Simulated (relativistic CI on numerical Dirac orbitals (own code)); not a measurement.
Fe VII: calculation against measurement

Method of calculation: Dirac-Coulomb-Breit CI, KLI orbitals optimised for each configuration, a model potential for QED, valence Slater integrals scaled by 0.9, P86 correlation estimate, and configurations built on the next ion tied to the tabulated ionisation energy (semi-empirical) (own radial code, finite nucleus).

Configurations in the expansion (outside the closed core [Ne]): 3s2.3p6.3d2, 3s2.3p6.3d.4s, 3s2.3p6.3d.4p, 3s2.3p6.3d.4d, 3s2.3p6.3d.5s, 3s2.3p6.3d.4f, 3s2.3p5.3d3, 3s2.3p4.3d4, 3s.3p6.3d3, 3s2.3p6.3d.5p, 3s2.3p6.3d.5d, 3p6.3d4, 3s2.3p6.4s2, 3s2.3p6.3d.5f, 3s2.3p6.3d.5g, 3s2.3p5.3d2.4s, 3s2.3p6.4s.4p, 3s2.3p5.3d2.4p, 3s2.3p6.4p2, 3s.3p5.3d4, 3s2.3p6.4s.4d, 3s2.3p5.3d2.4d, 3s2.3p6.4p.4d, 3s2.3p5.3d2.5s. Levels of other configurations are missing.

| Configuration | Term (tabulated) | J | Measured (cm⁻¹) | Computed | Error | Purity (%) |
| --- | --- | --- | --- | --- | --- | --- |
| 3s2.3p6.3d2 | 3F | 2 | 0.0 | 0 | 0 | 98 |
| 3s2.3p6.3d2 | 3F | 3 | 1051.5 | 1025 | -27 | 98 |
| 3s2.3p6.3d2 | 3F | 4 | 2331.5 | 2273 | -59 | 98 |
| 3s2.3p6.3d2 | 1D | 2 | 17475.5 | 16652 | -824 | 92 |
| 3s2.3p6.3d2 | 3P | 0 | 20040.3 | 19403 | -638 | 98 |
| 3s2.3p6.3d2 | 3P | 1 | 20430.1 | 19786 | -645 | 98 |
| 3s2.3p6.3d2 | 3P | 2 | 21278.6 | 20594 | -685 | 92 |
| 3s2.3p6.3d2 | 1G | 4 | 28927.3 | 29185 | 258 | 98 |
| 3s2.3p6.3d2 | 1S | 0 | 67078.3 | 62013 | -5065 | 97 |
| 3s2.3p6.3d.4s | 3D | 1 | 344463.3 | 347157 | 2694 | 99 |
| 3s2.3p6.3d.4s | 3D | 2 | 345028.7 | 347717 | 2688 | 97 |
| 3s2.3p6.3d.4s | 3D | 3 | 346262.2 | 348915 | 2652 | 99 |
| 3s2.3p6.3d.4s | 1D | 2 | 350332.6 | 353166 | 2833 | 97 |
| 3s2.3p6.3d.4p | 1D° | 2 | 425386.1 | 427775 | 2389 | 84 |
| 3s2.3p6.3d.4p | 3D° | 2 | 427784.7 | 430108 | 2323 | 88 |
| 3s2.3p6.3d.4p | 3F° | 2 | 430213.4 | 431449 | 1236 | 64 |
| 3s2.3p6.3d.4p | 3F° | 3 | 431609.5 | 432910 | 1301 | 73 |
| 3s2.3p6.3d.4p | 3F° | 4 | 433871.2 | 434995 | 1124 | 82 |
| 3s2.3p6.3d.4p | 3P° † | 1 | 436952.2 | 438796 | 1844 | 89 |
| 3s2.3p6.3d.4p | 3P° † | 0 | 437001.3 | 439029 | 2027 | 94 |
| 3s2.3p6.3d.4p | 3P° † | 2 | 437558.0 | 439078 | 1520 | 83 |
| 3s2.3p6.3d.4p | 1F° | 3 | 439811.6 | 443444 | 3632 | 67 |
| 3s2.3p6.3d.4p | 1P° | 1 | 443447.0 | 446832 | 3385 | 94 |
| 3s2.3p5.3d3 | 3P° † | 1 | 561303.0 | 448193 | -113110 | 69 |
| 3s2.3p5.3d3 | 3P° † | 2 | 565275.0 | 447779 | -117496 | 66 |
| 3s2.3p6.3d.4f | 1G° | 4 | 659917.0 | 668554 | 8637 | 62 |
| 3s2.3p6.3d.4f | 3F° | 2 | 660015.0 | 664997 | 4982 | 90 |
| 3s2.3p6.3d.4f | 3F° | 3 | 660358.0 | 665378 | 5020 | 90 |
| 3s2.3p6.3d.4f | 3F° | 4 | 661169.0 | 665804 | 4635 | 87 |
| 3s2.3p6.3d.4f | 3G° | 3 | 663097.0 | 668182 | 5085 | 89 |
| 3s2.3p6.3d.4f | 1D° | 2 | 663871.0 | 669592 | 5721 | 86 |
| 3s2.3p6.3d.4f | 3G° | 4 | 663950.0 | 669050 | 5100 | 82 |
| 3s2.3p6.3d.4f | 3G° | 5 | 664482.0 | 669580 | 5098 | 95 |
| 3s2.3p6.3d.4f | 1F° | 3 | 665417.0 | 670994 | 5577 | 59 |
| 3s2.3p6.3d.4f | 3D° | 1 | 665832.0 | 671520 | 5688 | 85 |
| 3s2.3p6.3d.4f | 3D° | 2 | 665923.0 | 671530 | 5607 | 76 |
| 3s2.3p6.3d.4f | 3D° | 3 | 666651.0 | 672327 | 5676 | 63 |
| 3s2.3p6.3d.4f | 3P° | 2 | 667899.0 | 673083 | 5184 | 74 |
| 3s2.3p6.3d.4f | 3P° | 1 | 668253.0 | 673309 | 5056 | 86 |
| 3s2.3p6.3d.4f | 3P° | 0 | 668489.0 | 673441 | 4952 | 94 |
| 3s2.3p6.3d.4f | 1H° | 5 | 669978.0 | 675769 | 5791 | 96 |

Measured levels from Corliss and Sugar, J. Phys. Chem. Ref. Data 11, 135 (1982); pairs were made by configuration, J and term (by order where the table uses no LS term), so strongly mixed levels may be paired wrongly.

Mean error by configuration (cm⁻¹): 3s2.3p6.3d2 -960; 3s2.3p6.3d.4s 2717; 3s2.3p6.3d.4p 2199; 3s2.3p6.3d.4f 5488. Over the excited levels the mean absolute error is 3493 cm⁻¹ (40 of the 65 excited levels that our extract of the source holds in range could be paired, and the others can miss by more), and the median relative error of those above 1,000 cm⁻¹ is 0.78 %. † marks terms whose computed intervals miss the measured ones by more than a factor of 2.5, or configurations far off the rest, from wrong mixing, a near crossing or a doubtful label or measurement; they are left out of the means.
